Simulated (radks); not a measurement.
Problem. All-electron atom: Au in [Xe] 4f14 5d8 6s1 6d2 (not the ground configuration). All-electron calculation, scalar-relativistic Kohn-Sham, PBE, spin-polarised, spherical densities, finite nucleus; open shells are filled with parallel spins first (spin-orbit coupling, left out, can overturn this in heavy ions); Fermi nuclear charge, rms radius 5.4371 fm. Program: a radial shooting solver on a logarithmic mesh with Libxc functionals. Some entries of the table are withheld. Estimate them.

orbital  occ.  eigenvalue (hartree)  <r^2> (bohr^2)  r(max) (bohr)
1s up       1             -2967.785       0.0003934        0.01042
1s down     1             -2967.784       0.0003934        0.01042
2s up       1             -524.1652        0.005996        0.06018
2s down     1             -524.1590        0.005996        0.06018
2p up       3             -453.3766        0.005047        0.04981
2p down     3             -453.3715        0.005047        0.04981
3s up       1             -124.1725         0.03867         0.1696
3s down     1             -124.1697         0.03866         0.1697
3p up       3             -103.6284         0.03974         0.1690
3p down     3             -103.6254         0.03974         0.1690
3d up       5             -81.64300         0.03292         0.1376
3d down     5             -81.63829         0.03292         0.1376
4s up       1             -27.41658          0.1870         0.3827
4s down     1             -27.41011          0.1870         0.3827
4p up       3             -20.67695          0.2136         0.4028
4p down     3             -20.67078          0.2136         0.4028
4d up       5             -12.57377          0.2428         0.4103
4d down     5             -12.56657          0.2427         0.4103
5s up       1              -4.58231          0.9604         0.8481
5s down     1              -4.54102          0.9553         0.8467
4f up       7              -3.57891          0.3015         0.3755
4f down     7              -3.56888          0.3002         0.3755
5p up       3              -2.79157           1.282         0.9518
5p down     3              -2.73992           1.272         0.9495
5d up       5              -0.78886           2.510          1.192
5d down     3              -0.72249           2.503          1.186
6s up       1              -0.57838           6.496          2.105
6s down     0              -0.51420           6.712          2.118
6p up       0              -0.27289           11.75          2.669
6p down     0              -0.22108           11.63          2.731
7s up       0              -0.10211           44.99            (1)
6d up       2              -0.04945           49.98          5.714

Solution. 
(1) 7s up r(max) (bohr): 5.808
